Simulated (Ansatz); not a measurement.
Relative energies of CH6O3SZr isomers

2 of its isomers, all singlets with charge 0: A = `C[S][Zr]([OH])([OH])[OH]`; B = `C[O][Zr]([OH])([OH])[SH]`.

Shapes, held fixed at every level: PBE0-D4/def2-TZVP. Flexible molecules stand in one conformer, not always the lowest. Programs: Ansatz 0.2.0.

A:

```xyz
12

C    -0.6168   -1.2723    1.7071
S     1.0123   -1.3174    0.8833
Zr    0.4953    0.4529   -0.7378
O     2.0593    0.6556   -1.8270
O    -1.0445   -0.1179   -1.7476
O     0.0483    2.0509    0.2309
H    -1.4120   -0.9200    1.0450
H    -0.8700   -2.2877    2.0124
H    -0.5747   -0.6321    2.5876
H     2.8044    1.0419   -2.2780
H    -1.5307   -0.4701   -2.4870
H    -0.3709    2.8163    0.6109
```

B:

```xyz
12

C     0.0198   -1.5324    1.7118
O    -0.0312   -0.6712    0.6240
Zr   -0.1043    0.5699   -0.8202
O     1.6898    0.9986   -1.3526
O    -1.1914   -0.1095   -2.2447
S    -1.2277    2.6430   -0.0378
H     1.0586   -1.7406    1.9897
H    -0.4719   -2.4815    1.4734
H    -0.4878   -1.0873    2.5739
H     2.5609    1.0562   -1.7318
H    -1.6670   -0.6571   -2.8619
H    -0.1479    3.0119    0.6762
```

Electronic energies in kJ/mol, without zero-point or thermal terms.

```csv
level,kind,B − A
HF/def2-SVP,Hartree–Fock,-9.5
SPW92/def2-TZVPP,LDA,+19.4
BHLYP-D4/def2-TZVPP,global hybrid,+15.5
PBE0-D4/def2-TZVPP,global hybrid,+21.7
r2SCAN0-D4/def2-TZVPP,global hybrid,+21.6
CCSD(T)/def2-SVP,coupled cluster or CI,+0.3
CCSD/def2-SVP,coupled cluster or CI,-0.6
MP2/def2-TZVPP,perturbation theory,+24.1
```

MP2/def2-TZVPP puts A lowest of these. HF/def2-SVP, CCSD/def2-SVP (by under 2 kJ/mol) put B lowest. The B − A difference spans -9.5 to +24.1 kJ/mol over the levels. For atoms past krypton def2 sets carry core potentials with scalar relativity. Outer-core shells of Zr are correlated, in sets that cover them unevenly.
